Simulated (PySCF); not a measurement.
Does the structure fit the spectrum?

A compound C3H7FO3Si3 gives the data below (simulated from a calculation) and was assigned the structure `C=C(F)[Si]1(OC=O)[SiH2]O[SiH2]1`.

¹³C{¹H} NMR (computed): δ 183.5 (C), 174.7 (C), 118.3 (CH2).

¹H NMR (300 MHz, computed): δ 7.08 (br s, 1H), 6.30 (m, 1H), 6.04 (m, 2H), 6.03 (m, 2H), 5.93 (m, 1H).

[PySCF 2.14: shielding tensors at PBE0/pcSseg-1 (GIAO); coordinates at the GFN2-xTB level; non-relativistic Hamiltonian; gas phase; equivalent nuclei averaged; single conformer]

Referencing at the same level of theory: TMS for ¹H (σref 31.72) and ¹³C (σref 186.93).

(1) Compare with the shifts computed for the proposed structure, pairing carbons in order of shift.

(2) Which isomer fits?

Results:

(1) Structure with atom numbers: `[CH2:1]=[C:2]([F:3])[Si:4]1([O:5][CH:6]=[O:7])[SiH2:8][O:9][SiH2:10]1`. Hydrogens are named by the atom that carries them.

| atom | computed for proposal | given list | difference |
| --- | --- | --- | --- |
| C2 | 177.4 | 183.5 | -6.1 |
| C6 | 166.8 | 174.7 | -7.9 |
| C1 | 115.3 | 118.3 | -3.0 |

The rms difference is 6.0 ppm and the largest -7.9 ppm at C6 (carbonyl carbon). The carbon types in order of shift don't match either: C, CH, CH2 for the proposal against C, C, CH2 in the data. The proposal doesn't fit.

(2) `C=C(F)[Si]1(C(=O)O)[SiH2]O[SiH2]1`.

Carbon types of the structure: 2 × C, 1 × CH2, leaving 5 H on heteroatoms. δC 183.5: carbonyl carbon. δC 174.7: fully substituted alkene carbon. δC 118.3: terminal =CH2 carbon; as expected for a trigonal carbon in a double bond. δH 6.30, 5.93: hydrogen on a terminal =CH2 carbon; attached to an sp2 carbon and in the plane of the double bond.

The data come from this structure; uniqueness wasn't tested.

The OH or NH signal is concentration- and solvent-dependent in practice; the value given is the gas-phase one. Splittings by ¹⁹F in the carbon and heteronuclear signals aren't shown, as no couplings were computed. Shifts are as computed. Against solution values, carbons near 30 ppm lie about +3 ppm off and those near 130 ppm about +5 ppm. Of 1211 compounds with measured shifts, 218 miss one by over three times the rms of a fit or turn the order of signals round; such compounds aren't used in these exercises. Hydrogen bonding in solution deshields acid and N–H amide carbonyl carbons by as much as 10 ppm beyond these values. Multiplicities follow the n + 1 count of equivalent neighbours, as no J values were calculated; m marks all less simple cases, F and P coupling included.
